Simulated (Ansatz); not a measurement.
Geometry optimisation, RKS B3LYP-D4/def2-SVP (Ansatz 0.2.0).

input.yaml

```yaml
crystal:
  periodic: [false, false, false]
  atoms:
    - { symbol: B, position_ang: [0.0, 0.0, 0.0] }
    - { symbol: F, position_ang: [0.0, 0.0, 1.32] }
    - { symbol: C, position_ang: [1.3856, 0.0, -0.8] }
    - { symbol: H, position_ang: [1.7152, -1.0462, -0.9702] }
    - { symbol: H, position_ang: [1.2491, 0.508, -1.7774] }
    - { symbol: H, position_ang: [2.1552, 0.5381, -0.2082] }
    - { symbol: C, position_ang: [-1.3856, 0.0, -0.8] }
    - { symbol: H, position_ang: [-1.9458, -0.9305, -0.5708] }
    - { symbol: H, position_ang: [-1.9898, 0.8797, -0.4946] }
    - { symbol: H, position_ang: [-1.1839, 0.0508, -1.8903] }
basis:
  gaussian: { orbitals: def2-SVP }
hamiltonian:
  xc: b3lyp
  dispersion: d4
relax:
  f_tol: 0.02
  max_steps: 40
```

Run as:

```bash
$ ansatz run input.yaml --threads 1 --pin off --max-ram 2048MiB --backend cpu --events-out ev --progress --plain --runs-dir out
```

Problem. Where does it end, and by what steps?

Solution. It converged. The force dipped under the threshold on the way, but the program's further checks kept it going. After 15 steps the energy has fallen by 0.099 eV; H10 moved furthest, 0.43 Å.

```json
{"step": "0", "energy less start (eV)": "0.0000", "largest force component (eV/Å)": "1.606", "accepted": "yes"}
{"step": "1", "energy less start (eV)": "-0.0749", "largest force component (eV/Å)": "0.722", "accepted": "yes"}
{"step": "2", "energy less start (eV)": "-0.0889", "largest force component (eV/Å)": "0.283", "accepted": "yes"}
{"step": "3", "energy less start (eV)": "-0.0899", "largest force component (eV/Å)": "0.231", "accepted": "yes"}
{"step": "4", "energy less start (eV)": "-0.0940", "largest force component (eV/Å)": "0.159", "accepted": "yes"}
{"step": "5", "energy less start (eV)": "-0.0974", "largest force component (eV/Å)": "0.018", "accepted": "yes"}
{"step": "6", "energy less start (eV)": "-0.0754", "largest force component (eV/Å)": "0.709", "accepted": "no"}
{"step": "7", "energy less start (eV)": "-0.0977", "largest force component (eV/Å)": "0.029", "accepted": "yes"}
{"step": "8", "energy less start (eV)": "-0.0982", "largest force component (eV/Å)": "0.012", "accepted": "yes"}
{"step": "9", "energy less start (eV)": "-0.0982", "largest force component (eV/Å)": "0.106", "accepted": "no"}
{"step": "10", "energy less start (eV)": "-0.0985", "largest force component (eV/Å)": "0.035", "accepted": "yes"}
{"step": "11", "energy less start (eV)": "-0.0984", "largest force component (eV/Å)": "0.099", "accepted": "no"}
{"step": "12", "energy less start (eV)": "-0.0988", "largest force component (eV/Å)": "0.030", "accepted": "yes"}
{"step": "13", "energy less start (eV)": "-0.0989", "largest force component (eV/Å)": "0.053", "accepted": "yes"}
{"step": "14", "energy less start (eV)": "-0.0989", "largest force component (eV/Å)": "0.044", "accepted": "yes"}
{"step": "15", "energy less start (eV)": "-0.0992", "largest force component (eV/Å)": "0.001", "accepted": "yes"}
```

```xyz
10
Properties=species:S:1:pos:R:3
B 0.002 -0.061 -0.062
F -0.004 -0.205 1.270
C 1.392 0.097 -0.775
H 1.690 -0.902 -1.150
H 1.344 0.751 -1.661
H 2.191 0.443 -0.101
C -1.386 -0.061 -0.796
H -2.137 -0.682 -0.282
H -1.771 0.977 -0.780
H -1.322 -0.357 -1.854
```

Whether the end is a true minimum wasn't checked by a vibrational analysis.

The run took 52 s on 1 thread of Arm Neoverse V1, on a shared host, peak memory 0.16 GiB.
